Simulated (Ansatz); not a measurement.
`FC(F)[C@H]1O[C@@H]1F`, relaxed with RKS PBE-D4/def2-SVP in Ansatz from a rough embedded geometry. The force threshold is 0.03 eV/Å; the program also tests the step.

The species carries charge 0 and has multiplicity 1.

Start:

```xyz
10

F    -0.005   -2.158    0.195
C    -0.288   -1.059   -0.584
F    -1.676   -0.792   -0.352
C     0.527    0.059   -0.149
O     0.192    1.331   -0.734
C    -0.001    1.184    0.704
F     0.871    1.839    1.531
H    -0.176   -1.328   -1.620
H     1.597   -0.194   -0.109
H    -1.040    1.118    1.117
```

Question: How much energy does the relaxation release, and in how many steps? (Estimate.)

Answer: Ansatz gave: 27.62 kJ/mol, in 4 steps.

Question: Which bonds change most? (Estimate.)

Answer: The calculation gave: C2–F3 from 1.433 to 1.365 Å; C2–C4 from 1.449 to 1.516 Å; O5–C6 from 1.459 to 1.394 Å; C2–H8 from 1.077 to 1.115 Å.

Question: Give the relaxed structure. (Best estimate.)

Answer: The calculation gave: 
```xyz
10

F     0.011   -2.198    0.163
C    -0.335   -1.098   -0.569
F    -1.652   -0.818   -0.346
C     0.534    0.063   -0.127
O     0.188    1.355   -0.672
C     0.011    1.162    0.697
F     0.861    1.840    1.508
H    -0.209   -1.333   -1.652
H     1.617   -0.162   -0.081
H    -1.026    1.189    1.079
```
